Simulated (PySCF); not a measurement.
1-fluoro-1-methylcyclopropane (C4H7F), SMILES FC1(C)CC1. Atoms are numbered in the order given.

```xyz
12

C      0.8048     1.3824     0.0000
C     -0.0591     0.1501     0.0000
F     -1.4047     0.4765     0.0000
C      0.3015    -1.0927    -0.7624
C      0.3015    -1.0927     0.7624
H      0.6013     1.9991    -0.8990
H      1.8778     1.1103     0.0000
H      0.6013     1.9991     0.8990
H     -0.5280    -1.6153    -1.2628
H      1.2629    -1.1247    -1.2991
H     -0.5280    -1.6153     1.2628
H      1.2629    -1.1247     1.2991
```

The structure is a stationary point at PBE-D3(BJ)/def2-SVP.

All values below come from PBE/pcSseg-1 (PySCF).

GIAO shieldings, no solvent; atoms listed in one row are averaged. δ = σ(ref) − σ: ¹³C against TMS (σ = 182.0 ppm); ¹⁹F against CFCl3 (σ = 133.6 ppm); ¹H against TMS (σ = 31.49 ppm), references at their B3LYP-D3(BJ)/def2-TZVP geometries, non-relativistic.

| nucleus | atoms | count | δ (ppm) |
|---|---|---|---|
| ¹³C | C2 | 1 | 82.7 |
| ¹³C | C1 | 1 | 27.2 |
| ¹³C | C4, C5 | 2 | 18.8 |
| ¹⁹F | F3 | 1 | -217.3 |
| ¹H | H6, H7, H8 | 3 | 2.04 |
| ¹H | H9, H11 | 2 | 1.51 |
| ¹H | H10, H12 | 2 | 0.98 |
